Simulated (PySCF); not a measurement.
**What binds PI: the parts of the energy along the bond**

State: ³Σ⁻, triplet, unpaired electrons π ↑↑. ROHF-based CCSD(T) in PySCF 2.14 with P cc-pV(T+d)Z, I cc-pVTZ-PP with ECP28 and P cc-pV(Q+d)Z, I cc-pVQZ-PP with ECP28 (frozen core orbitals: 14; scalar-relativistic core potentials). Correlation energies are extrapolated as n⁻³ (n = 3, 4), Hartree–Fock as (n+1)·exp(−9√n). All energies in eV from P + I.

```tsv
R (Å)	HF/CBS	CCSD corr.	(T)	total
2.1006	-0.019	-1.397	-0.1768	-1.593
2.1961	-0.577	-1.337	-0.1767	-2.091
2.2916	-0.871	-1.284	-0.1771	-2.333
2.3871	-0.981	-1.240	-0.1783	-2.400
2.4825	-0.962	-1.206	-0.1805	-2.348
2.6019	-0.818	-1.176	-0.1852	-2.179
2.7213	-0.588	-1.162	-0.1925	-1.942
```

A fit to the total gives Re = 2.3870 Å, De = 2.400 eV, ωe = 373.9 cm⁻¹, Be = 0.1188 cm⁻¹ (masses 30.9738 and 126.9045 u).

Task: At R = 2.3871 Å the CCSD correlation energy is -0.274327 hartree in the smaller basis and -0.298913 in the larger. Extrapolate it.

Result: (4³·E4 − 3³·E3)/(4³ − 3³) = -0.31685 hartree; the larger basis holds 94.3 % of it.

The T1 diagnostic is 0.029. The state was picked by a PBE0 search and need not be the measured ground state. Spin–orbit coupling, excitations beyond (T) and corrections to the Born–Oppenheimer picture are left out, and spin–orbit coupling matters for open p, d or f shells this heavy.
